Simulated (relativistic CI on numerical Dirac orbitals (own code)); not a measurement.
# Electric-dipole transitions in Os⁴³⁺

Calculated at this level of theory: Dirac-Coulomb-Breit CI, KLI orbitals optimised for each configuration, a model potential for QED, unscaled Slater integrals (own radial code, finite nucleus).

Configuration list (outside the closed core [Ar] 3d10): 4s2 4p3, 4s 4p4, 4s2 4p2 4d, 4p5, 4s 4p3 4d, 4s2 4p2 4f, 4s 4p3 4f, 4p4 4d, 4s 4p2 4d2, 4s2 4p 4d 4f, 4p4 4f, 4s2 4p 4d2, 4s2 4d3, 4s 4p 4d3, 4s2 4d2 4f, 4s 4p 4d2 4f, 4p3 4d2, 4p2 4d3, 4p2 4d2 4f. Double excitations out of closed p, d and f shells are left out; levels of such configurations are missing from the list, as are those of other unlisted configurations, and high levels can miss mixing partners.

```tsv
λ vac (nm)	Lower	Upper	A (s⁻¹)	E lower (Ry)	E upper (Ry)
4.2102	4s2 4p2 4d 2G_7/2 [14]	4s2 4p 4d2 2G°_7/2 [144]	1.29e+12	19.7784	41.4228
4.2278	4s 4p4 2P_3/2 [10]	4s 4p3 4d 2D°_5/2 [118]	9.77e+11	16.5250	38.0791
4.2367	4s2 4p2 4d 2D_3/2 [5]	4s2 4p 4d2 4F°_3/2 [62]	2.32e+12	11.8098	33.3187
4.2800	4s2 4p2 4d 4D_7/2 [16]	4s2 4p 4d2 4D°_5/2 [157]	1.43e+12	21.0491	42.3402
4.2885	4s2 4p2 4d 2D_5/2 [6]	4s2 4p 4d2 4D°_3/2 [79]	1.99e+12	13.8721	35.1212
4.2984	4s 4p4 4P_5/2 [7]	4s 4p3 4d 4P°_3/2 [99]	1.52e+12	15.3478	36.5479
4.3094	4s2 4p3 2P°_3/2 [1]	4s2 4p2 4d 2P_1/2 [18]	1.98e+12	0.0000	21.1462
4.3213	4s2 4p3 2P°_3/2 [1]	4s2 4p2 4d 2D_3/2 [17]	2.44e+12	0.0000	21.0876
4.3267	4s2 4p2 4d 4D_7/2 [16]	4s2 4p 4d2 2F°_7/2 [152]	9.25e+11	21.0491	42.1105
4.3402	4s2 4p2 4d 2D_5/2 [6]	4s2 4p 4d2 4D°_5/2 [75]	1.87e+12	13.8721	34.8683
4.3424	4s2 4p3 4S°_3/2 [2]	4s2 4p2 4d 2D_5/2 [41]	6.79e+11	7.5797	28.5650
4.3443	4s2 4p3 4S°_3/2 [2]	4s2 4p2 4d 4P_1/2 [40]	1.75e+12	7.5797	28.5557
4.3470	4s2 4p3 2P°_3/2 [1]	4s2 4p2 4d 2D_5/2 [15]	1.84e+12	0.0000	20.9632
4.3497	4s2 4p2 4d 2D_5/2 [6]	4s2 4p 4d2 2F°_7/2 [73]	1.47e+12	13.8721	34.8224
4.3529	4s2 4p3 4S°_3/2 [2]	4s2 4p2 4d 2D_3/2 [38]	1.36e+12	7.5797	28.5146
4.3770	4s2 4p3 2P°_1/2 [4]	4s2 4p2 4d 2D_3/2 [47]	1.53e+12	8.5592	29.3786
4.3805	4s2 4p2 4d 2G_9/2 [21]	4s2 4p 4d2 4G°_11/2 [156]	1.23e+12	21.5315	42.3343
4.3993	4s2 4p3 2D°_5/2 [3]	4s2 4p2 4d 2F_7/2 [42]	1.49e+12	8.0083	28.7222
4.4329	4s2 4p3 2D°_5/2 [3]	4s2 4p2 4d 2D_5/2 [41]	9.67e+11	8.0083	28.5650
4.4406	4s2 4p2 4d 2G_9/2 [21]	4s2 4p 4d2 4G°_9/2 [151]	1.29e+12	21.5315	42.0526
4.4540	4s2 4p2 4d 2D_5/2 [15]	4s2 4p 4d2 2G°_7/2 [144]	1.70e+12	20.9632	41.4228
4.4913	4s2 4p2 4d 2D_3/2 [17]	4s2 4p 4d2 4F°_5/2 [143]	1.59e+12	21.0876	41.3773
4.5152	4s2 4p2 4d 2F_7/2 [22]	4s2 4p 4d2 2G°_9/2 [164]	9.16e+11	22.6010	42.7833
4.5730	4s2 4p2 4d 2D_3/2 [5]	4s2 4p 4d2 4G°_5/2 [58]	8.57e+11	11.8098	31.7372
5.1612	4s2 4p2 4d 2G_7/2 [14]	4s 4p3 4d 2F°_7/2 [110]	5.96e+11	19.7784	37.4345
5.1738	4s2 4p2 4d 2F_5/2 [11]	4s 4p3 4d 2F°_5/2 [105]	6.87e+11	19.3448	36.9577
5.1830	4s2 4p2 4d 4F_3/2 [12]	4s 4p3 4d 2F°_5/2 [105]	9.07e+11	19.3760	36.9577
5.2569	4s2 4p2 4d 2F_5/2 [11]	4s 4p3 4d 2G°_7/2 [100]	7.53e+11	19.3448	36.6793
5.3320	4s2 4p2 4d 2D_3/2 [5]	4s 4p3 4d 2F°_5/2 [43]	9.27e+11	11.8098	28.9003
5.3632	4s2 4p3 2P°_3/2 [8]	4s 4p4 2S_1/2 [61]	1.75e+12	16.2149	33.2061
5.3698	4s2 4p3 2D°_5/2 [3]	4s 4p4 2P_3/2 [29]	8.89e+11	8.0083	24.9786
5.4483	4s2 4p2 4d 2G_7/2 [14]	4s 4p3 4d 4F°_9/2 [97]	7.91e+11	19.7784	36.5041
5.5145	4s2 4p3 2P°_3/2 [1]	4s 4p4 2P_3/2 [10]	5.72e+11	0.0000	16.5250
5.6537	4s2 4p3 2D°_5/2 [3]	4s 4p4 2D_5/2 [27]	6.72e+11	8.0083	24.1262
5.7019	4s2 4p3 4S°_3/2 [2]	4s 4p4 4P_3/2 [26]	5.96e+11	7.5797	23.5614
5.7330	4s2 4p2 4d 2D_5/2 [23]	4s 4p3 4d 4D°_7/2 [124]	7.62e+11	22.6338	38.5288
5.9375	4s2 4p3 2P°_3/2 [1]	4s 4p4 4P_5/2 [7]	2.63e+11	0.0000	15.3478
5.9867	4s2 4p3 2P°_3/2 [8]	4s2 4p2 4d 2D_5/2 [57]	1.13e+12	16.2149	31.4364
6.0533	4s2 4p3 4S°_3/2 [2]	4s2 4p2 4d 2D_5/2 [23]	7.91e+11	7.5797	22.6338
6.0710	4s 4p4 4P_5/2 [7]	4s 4p3 4d 4D°_7/2 [51]	4.92e+11	15.3478	30.3578
6.0798	4s 4p4 2D_5/2 [27]	4s 4p3 4d 2F°_7/2 [129]	7.08e+11	24.1262	39.1147
6.1184	4s2 4p2 4d 2F_7/2 [22]	4s2 4p 4d2 4G°_9/2 [112]	5.32e+11	22.6010	37.4949
6.1229	4s2 4p3 2P°_3/2 [8]	4s2 4p2 4d 2P_3/2 [56]	7.95e+11	16.2149	31.0978
6.2447	4s2 4p3 2D°_5/2 [3]	4s2 4p2 4d 2F_7/2 [22]	5.37e+11	8.0083	22.6010
6.3101	4s 4p4 2P_3/2 [10]	4s 4p3 4d 2F°_5/2 [55]	4.95e+11	16.5250	30.9664
```

Terms are leading LS components. Brackets give the number of a level in order of energy, since labels repeat. The list gives strong lines, with weight on those to low levels, without lines whose two gauges differ by over a factor of 2.5, among the lowest 200 of 3430 levels, so that lines to higher ones, which can be the strongest, are missing. Levels whose partners in the same complex of configurations lie outside the list can be far off, and so can their lines. Rates are taken at the computed energies, electric ones in the length gauge.

At this charge energies of transitions that change n are usually good to better than 1 %, and those within a shell (Δn = 0) to a few per cent.

LS names give the leading component of a level, which can be under half, so a name can repeat, a term be missing and a line seem to break the LS rules.
